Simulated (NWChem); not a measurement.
System meant: InH$_{3}$O$_{2}$; SMILES [OH][InH][OH]

The following NWChem deck was run.

```
start job
memory heap 200 mb stack 900 mb global 1100 mb
geometry units angstroms noautoz
  In    -0.281488     0.018064     0.000000
  H     -1.986339    -0.020686     0.000000
  O      0.850264    -1.619579     0.000000
  H      1.787820    -1.392720     0.000000
  O      0.918311     1.618321     0.000000
  H      0.440072     2.454748     0.000000
end
basis spherical
  In library def2-svp
  H library def2-svp
  O library def2-svp
end
ecp
  In library def2-ecp
end
dft
  odft
  mult 2
  xc pbe0
  iterations 150
  mulliken
end
task dft energy
```

End of the output:

```
 ==============================================================================
                                 internuclear angles
 ------------------------------------------------------------------------------
        center 1       |       center 2       |       center 3       |  degrees
 ------------------------------------------------------------------------------
    2 H                |   1 In               |   3 O                |   123.35
    2 H                |   1 In               |   5 O                |   128.16
    3 O                |   1 In               |   5 O                |   108.49
    1 In               |   3 O                |   4 H                |   111.05
    1 In               |   5 O                |   6 H                |   113.38
 ------------------------------------------------------------------------------
                            number of included internuclear angles:          5
 ==============================================================================

 Summary of "ao basis" -> "" (spherical)
 ------------------------------------------------------------------------------
       Tag                 Description            Shells   Functions and Types
 ---------------- ------------------------------  ------  ---------------------
 In                         def2-svp                10       26   4s4p2d
 H                          def2-svp                 3        5   2s1p
 O                          def2-svp                 6       14   3s2p1d

                                 NWChem DFT Module
                                 -----------------

 Summary of "ao basis" -> "ao basis" (spherical)
 ------------------------------------------------------------------------------
       Tag                 Description            Shells   Functions and Types
 ---------------- ------------------------------  ------  ---------------------
 In                         def2-svp                10       26   4s4p2d
 H                          def2-svp                 3        5   2s1p
 O                          def2-svp                 6       14   3s2p1d

      Symmetry analysis of basis
      --------------------------

        a'         50
        a"         19

  number of electrons :                   40
  multiplicity        :                    2
 ------------------------------------------------------------------------
  no. of electrons and multiplicity not compatible                  40
 ------------------------------------------------------------------------
 ------------------------------------------------------------------------
  current input line :
    26: task dft energy
 ------------------------------------------------------------------------
 ------------------------------------------------------------------------
 There is an error in the input file
 ------------------------------------------------------------------------
 For more information see the NWChem manual at https://nwchemgit.github.io

0: no. of electrons and multiplicity not compatible:Received an Error in Communication
```

Problem. Find the fault in this run and fix the input.

Solution. The program refused the input. Cause: the multiplicity doesn't fit the number of electrons (an even count wants an odd multiplicity, and the reverse). This input runs:
```
start job
memory heap 200 mb stack 900 mb global 1100 mb
geometry units angstroms noautoz
  In    -0.281488     0.018064     0.000000
  H     -1.986339    -0.020686     0.000000
  O      0.850264    -1.619579     0.000000
  H      1.787820    -1.392720     0.000000
  O      0.918311     1.618321     0.000000
  H      0.440072     2.454748     0.000000
end
basis spherical
  In library def2-svp
  H library def2-svp
  O library def2-svp
end
ecp
  In library def2-ecp
end
dft
  xc pbe0
  iterations 150
  mulliken
end
task dft energy
```
It converges to -342.10492 Ha (PBE0/def2-SVP with def2 effective core potentials on In).
